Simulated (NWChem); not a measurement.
Molecule: C₃H₇FSi; SMILES C=C(F)C[SiH3]

```xyz
12

C      1.0242    -1.9690    -0.2958
C      0.1367    -1.0333     0.0285
F     -1.1540    -1.1717    -0.3827
C      0.3446     0.2342     0.7880
Si    -0.1103     1.8032    -0.2053
H      0.7329    -2.8346    -0.8799
H      2.0565    -1.8818     0.0213
H      1.3895     0.3045     1.1080
H     -0.2739     0.2290     1.6970
H      0.5251     1.7592    -1.5483
H     -1.5804     1.9358    -0.3641
H      0.3956     2.9941     0.5311
```
Atoms are numbered in this order, from 1.

STO-3G and 3-21G are far too small for this property and stand as cheap habits. The geometry was optimised at B3LYP/6-31G* (spherical d).

**Question.** Give the principal values of the shielding tensors (ppm) of C1, C2, F3, C4, Si5 from Hartree-Fock/STO-3G, GIAO (NWChem), with their diamagnetic and paramagnetic parts as GIAO splits them.

**Answer.** 
```json
[
 {"atom": "C1", "σ11": "42.2", "σ22": "176.3", "σ33": "223.3", "isotropic": "147.3", "diamagnetic": "254.4", "paramagnetic": "-107.1"},
 {"atom": "C2", "σ11": "14.2", "σ22": "124.9", "σ33": "174.7", "isotropic": "104.6", "diamagnetic": "256.3", "paramagnetic": "-151.7"},
 {"atom": "F3", "σ11": "297.6", "σ22": "364.5", "σ33": "500.8", "isotropic": "387.6", "diamagnetic": "455.8", "paramagnetic": "-68.2"},
 {"atom": "C4", "σ11": "222.4", "σ22": "226.1", "σ33": "254.6", "isotropic": "234.4", "diamagnetic": "247.0", "paramagnetic": "-12.6"},
 {"atom": "Si5", "σ11": "610.6", "σ22": "617.1", "σ33": "665.2", "isotropic": "631.0", "diamagnetic": "867.9", "paramagnetic": "-236.9"}
]
```
